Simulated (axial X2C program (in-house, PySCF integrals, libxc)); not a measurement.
**How accurate are the levels of theory? Ground states of 12 molecules with an atom past Kr**

Calculated with an axial X2C code built on PySCF integrals, spin-free (one-electron X2C) or two-component (2c: spin–orbit coupling with atomic mean-field Coulomb and Gaunt terms, which also bring small scalar terms), in Dyall basis sets with cores contracted in-house; open shells are unrestricted. Triple-zeta sets; coupled cluster and MP2 as said below; coupled cluster in natural virtuals with an MP2 remainder. The sets of molecules differ from row to row, since curves that failed a check are left out, hard cases more often.

Measured values: Huber and Herzberg, Constants of Diatomic Molecules (1979). Errors are computed minus measured. MP2 and coupled cluster freeze inner shells, in many runs the outer core of a metal too (1s of Li among them), which lengthens bonds; no counterpoise correction.

Molecules: AlI, GeTe, HI, IF, LiI, NbO, PbO, PbS, RbH, SnS, SrS, TlCl.

Errors of the bond length in Å:

| level | molecules | mean | mean absolute | worst |
| --- | --- | --- | --- | --- |
| HF spin-free | 12 | 0.004 | 0.034 | 0.075 (RbH) |
| PBE0 spin-free | 12 | -0.003 | 0.012 | 0.023 (TlCl) |
| MP2 spin-free | 11 | 0.020 | 0.024 | 0.060 (SrS) |
| CCSD spin-free | 12 | 0.013 | 0.017 | 0.047 (SrS) |
| CCSD(T) spin-free | 12 | 0.022 | 0.022 | 0.062 (SrS) |
| HF 2c | 8 | 0.023 | 0.033 | 0.075 (RbH) |
| PBE0 2c | 10 | 0.001 | 0.012 | 0.024 (AlI) |
| MP2 2c | 7 | 0.019 | 0.024 | 0.060 (SrS) |
| CCSD 2c | 8 | 0.020 | 0.020 | 0.047 (SrS) |
| CCSD(T) 2c | 8 | 0.025 | 0.025 | 0.061 (SrS) |

Errors of the harmonic wavenumber in per cent:

```tsv
level	molecules	mean	mean absolute	worst
HF spin-free	11	6.7	8.3	21.4 (PbO)
PBE0 spin-free	11	3.0	3.3	9.3 (PbO)
MP2 spin-free	10	0.5	2.2	-5.4 (SrS)
CCSD spin-free	11	2.2	2.9	8.8 (PbO)
CCSD(T) spin-free	11	-0.7	1.7	-5.7 (SrS)
HF 2c	7	2.8	5.4	11.8 (IF)
PBE0 2c	9	1.4	1.9	4.5 (SrS)
MP2 2c	6	-0.1	2.5	-5.4 (SrS)
CCSD 2c	7	-0.1	1.2	-2.3 (LiI)
CCSD(T) 2c	7	-1.7	1.9	-5.7 (SrS)
```

Among the 2c rows with eight molecules or more, which level has the smallest mean absolute error in Re, which in ωe, and which makes bonds stiffest on average?

Re: PBE0 2c (0.012 Å); ωe: CCSD 2c (1.2 %); stiffest: HF 2c (mean error 2.8 %). The rows hold different sets of molecules, so close figures do not rank the methods.
